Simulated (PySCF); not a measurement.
[TcS2]- at several levels of theory

All levels use the PBE0 minimum (quintet; Tc–S 2.153 Å (×2); S–Tc–S 124.1°), basis [Tc def2-TZVPD with ECP28, S def2-TZVPD], scalar-relativistic core potentials, density fitting, no spin–orbit coupling, PySCF. For vertical energies the ionised species is a quartet (spins chosen at PBE0 and kept). Open shells are unrestricted, also as the reference of the correlated levels. Dipoles are about the centre of mass. A dash marks a value that was not computed or is not defined at that level.

```xyz
3
charge -1 multiplicity 5, angstrom
Tc   -0.3980    0.0000    0.0000
S     0.6101    0.0000    1.9020
S     0.6101    0.0000   -1.9020
```

```csv
level,vertical detachment energy (eV),−ε(HOMO) (eV),dipole (D)
PBE0,?,?,?
HF,2.47,3.10,4.18
MP2,2.82,–,–
PBE,2.23,-0.45,2.82
r2SCAN,2.45,-0.15,3.09
B3LYP,2.48,0.51,3.30
TPSSh,?,?,?
M06,–,0.50,3.28
```

Q: Fill in the row of TPSSh.

A: vertical detachment energy (eV) 2.39, −ε(HOMO) (eV) 0.11, dipole (D) 3.18.

Q: Fill in the row of PBE0.

A: vertical detachment energy (eV) 2.59, −ε(HOMO) (eV) 0.79, dipole (D) 3.37.

The highest occupied level lies above zero at PBE, r2SCAN, a mark of self-interaction error.

Spin contamination in at least one species weakens the values at: HF, MP2.

With open d or f shells other occupations or spin states may lie lower. The lowest empty level of this anion is unbound, so it and the gap depend on the basis.
